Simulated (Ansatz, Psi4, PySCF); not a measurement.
C$_{2}$H$_{6}$Cl$_{2}$Si, charge +1, doublet, at a GFN2-xTB geometry (a state made from the parent by changing its charge; the spin is typed, not shown lowest). Base run: HF/cc-pVDZ in PySCF.

Here is a job for PySCF.
```python
from pyscf import gto, scf

mol = gto.Mole()
mol.atom = '''
    C     1.28326055   -1.61852252   -0.18269265
    Si   -0.01244605   -0.16470319    0.02878020
    C    -1.50051811   -1.25652796    0.68507829
    Cl    0.59275738    1.10582814    1.44024366
    Cl   -0.46164787    0.62919309   -1.74342086
    H     0.91558411   -2.34745596   -0.89758167
    H     2.20061141   -1.16991748   -0.55367409
    H     1.46895957   -2.09730723    0.77327666
    H    -2.33287650   -0.58039578    0.85952341
    H    -1.77836292   -1.99714285   -0.05781342
    H    -1.22498746   -1.74699412    1.61304491
'''
mol.basis = 'cc-pvdz'
mol.charge = 1
mol.spin = 1
mol.verbose = 4
mol.build()

mf = scf.UHF(mol)
mf.kernel()
```

The same geometry, method and basis name were run in Ansatz (a quantum-chemistry and plane-wave program) and Psi4 and PySCF, at each program's defaults and at the settings that a row names. The base is PySCF at its defaults. Differences at the defaults can come from grids, fitting, cores and function types together.

| code and settings | ΔE vs base (mEh) | basis functions | E (Eh) | SCF cycles |
|---|---|---|---|---|
| PySCF, defaults (exact integrals, spherical functions) | 0.000 | 112 | -1286.93693 | 12 |
| Psi4, defaults (density fitting with its default set, spherical functions) | 0.448 | 112 | -1286.93648 | 10 |
| Ansatz, defaults (factorised integrals, spherical functions) | 0.007 | 112 | -1286.93692 | - |
| PySCF, density fitting with def2-universal-jkfit | 0.090 | 112 | -1286.93684 | 12 |
| Psi4, exact integrals, spherical functions | 0.000 | 112 | -1286.93693 | 15 |
| Ansatz, high accuracy | 0.000 | 112 | -1286.93693 | - |

Open shells are given as the SCF converged; they aren't shown to be the lowest states, and a large step between rows can be another state.
